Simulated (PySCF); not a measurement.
Spin states of SbH

Unrestricted PBE0; Sb def2-TZVP with ECP28, H def2-TZVP; scalar-relativistic core potentials (PySCF 2.14). Outer shells of the fragments: Sb 4d10 5s2 5p3; H 1s1.

Followed along the bond (rough minima from three points):

| 2Ms+1 | unpaired | ⟨S²⟩ at the start | R at minimum (Å) | Te (eV) |
| --- | --- | --- | --- | --- |
| 3 | π ↑↑ | 2.01 | 1.72 | 0.00 |
| 1 | π ↑↓ | 1.01 | 1.72 | 0.32 |
| 1 | none | 0.00 | 1.71 | 1.27 |
| 5 | σ ↑↑, π ↑↑ | 6.00 | none in the scan | ≤ 5.07 |

Solutions found at the starting distance of 1.685 Å, counted from the lowest of them; the search is not exhaustive and high or unbound solutions are not listed, so other states can lie among these:

```json
{"2Ms+1": "3", "unpaired": "π ↑↑", "term": "³Σ⁻", "E (eV)": "0.00", "⟨S²⟩": "2.01", "⟨Lz²⟩": "0.00", "μ (D)": "-0.15"}
{"2Ms+1": "1", "unpaired": "π ↑↓", "term": "mixed", "E (eV)": "0.32", "⟨S²⟩": "1.01", "⟨Lz²⟩": "2.02", "μ (D)": "-0.14"}
{"2Ms+1": "1", "unpaired": "none", "term": "mixed", "E (eV)": "1.27", "⟨S²⟩": "0.00", "⟨Lz²⟩": "2.01", "μ (D)": "-0.12"}
{"2Ms+1": "3", "unpaired": "σ ↑, π ↑", "term": "³Π", "E (eV)": "3.57", "⟨S²⟩": "2.01", "⟨Lz²⟩": "1.01", "μ (D)": "0.57"}
{"2Ms+1": "1", "unpaired": "σ ↓, π ↑", "term": "mixed", "E (eV)": "3.85", "⟨S²⟩": "1.02", "⟨Lz²⟩": "1.01", "μ (D)": "0.65"}
{"2Ms+1": "3", "unpaired": "σ ↑, π ↑", "term": "³Π", "E (eV)": "5.06", "⟨S²⟩": "2.01", "⟨Lz²⟩": "1.01", "μ (D)": "0.24"}
{"2Ms+1": "5", "unpaired": "σ ↑↑, π ↑↑", "term": "⁵Σ⁻", "E (eV)": "5.79", "⟨S²⟩": "6.00", "⟨Lz²⟩": "0.00", "μ (D)": "0.68"}
```

A term symbol is given only where ⟨S²⟩ and ⟨Lz²⟩ are close to those of a pure state; real π, δ and φ orbitals otherwise mix terms. A positive dipole means Sb(−)H(+).

Spin–orbit coupling is left out. Counting both spins, an empty level lies below a filled one in some of these solutions, because spin and occupation are held.
